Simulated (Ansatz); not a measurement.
```xyz
6

F    -0.161   -1.740    1.274
Si   -1.485   -0.912    0.856
O    -0.843    0.393    0.109
P     0.628    1.091   -0.218
H     0.443    1.250   -1.620
H     1.418   -0.081   -0.400
```

The species carries charge 0 and has multiplicity 1. The bonds changed during the relaxation, so this is another structure than the one it started from.

Problem. List the PBE0/def2-TZVPP orbital energies in eV (Ansatz 0.2.0). (An estimate is asked.)

Solution. The calculation gave: Occupied: -2102.12, -1804.25, -673.93, -523.59, -180.80, -146.30, -130.13, -130.04, -129.94, -101.01, -100.96, -100.85, -33.25, -28.77, -18.53, -15.22, -13.86, -12.98, -12.70, -11.81, -11.35, -9.78, -7.96, -7.46. Lowest empty: -1.72, -0.43, 0.59, 0.81, 1.53, 2.13, 4.81, 4.92.
